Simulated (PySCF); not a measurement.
Single point on SeH⁻

State: ¹Σ⁺ (singlet), closed shell.

An equivalent input (the run itself took its basis sets from the Basis Set Exchange, started from a PBE0 density and held the occupation σ 8α 8β, πx 4α 4β, πy 4α 4β, δx 1α 1β, δy 1α 1β):

```python
from pyscf import gto, scf, cc
mol = gto.M(atom='H 0 0 0; Se 0 0 1.477', basis={'H': 'def2-SVPD', 'Se': 'def2-SVPD'},
            charge=-1, spin=0, verbose=4, symmetry='C2v')
mf = scf.RHF(mol)
mf.irrep_nelec = {'A1': 18, 'A2': 2, 'B1': 8, 'B2': 8}
mf.conv_tol = 1e-9
mf.max_cycle = 60
mf.diis_space = 10
mf.kernel()
mycc = cc.CCSD(mf, frozen=[0, 1, 2, 3, 4, 5, 6, 7, 8])
mycc.run(conv_tol=1e-7, conv_tol_normt=1e-5, max_cycle=80, diis_space=8)
et = mycc.ccsd_t()
```

The SCF ended at -2400.16099423 hartree. The coupled-cluster part of the log:

```
******** <class 'pyscf.cc.ccsd.CCSD'> ********
CC2 = 0
CCSD nocc = 9, nmo = 40
frozen orbitals [0, 1, 2, 3, 4, 5, 6, 7, 8]
max_cycle = 80
direct = 0
conv_tol = 1e-07
conv_tol_normt = 1e-05
diis_space = 8
diis_start_cycle = 0
diis_start_energy_diff = 1e+09
Init t2, MP2 energy = -2400.41713064728  E_corr(MP2) -0.256136422232332
Init E_corr(CCSD) = -0.256136422232922
cycle = 1  E_corr(CCSD) = -0.255962942555772  dE = 0.000173479677  norm(t1,t2) = 0.0385522
cycle = 2  E_corr(CCSD) = -0.261691353651312  dE = -0.0057284111  norm(t1,t2) = 0.0125148
cycle = 3  E_corr(CCSD) = -0.26214678139711  dE = -0.000455427746  norm(t1,t2) = 0.0056
cycle = 4  E_corr(CCSD) = -0.262729707902893  dE = -0.000582926506  norm(t1,t2) = 0.00186142
cycle = 5  E_corr(CCSD) = -0.262696794089468  dE = 3.29138134e-05  norm(t1,t2) = 0.000498809
cycle = 6  E_corr(CCSD) = -0.262664671003004  dE = 3.21230865e-05  norm(t1,t2) = 0.000107515
cycle = 7  E_corr(CCSD) = -0.262669743263513  dE = -5.07226051e-06  norm(t1,t2) = 3.50528e-05
cycle = 8  E_corr(CCSD) = -0.262670117810407  dE = -3.74546895e-07  norm(t1,t2) = 7.1745e-06
cycle = 9  E_corr(CCSD) = -0.262669775240103  dE = 3.42570305e-07  norm(t1,t2) = 1.84182e-06
cycle = 10  E_corr(CCSD) = -0.262669809370948  dE = -3.41308448e-08  norm(t1,t2) = 5.00725e-07
CCSD converged
E(CCSD) = -2400.423664034417  E_corr = -0.2626698093709478
CCSD(T) correction = -0.00739482228214167
```

T1 diagnostic 0.009, D1 0.020, 18 electrons correlated.

Repeating this along the bond gives Re = 1.476 Å and ωe = 2381 cm⁻¹.

A point of this curve took 1.6 CPU seconds beside 0.14 for the integrals, on Arm Neoverse N1 (shared host).

Correlated steps freeze 9 core orbitals.
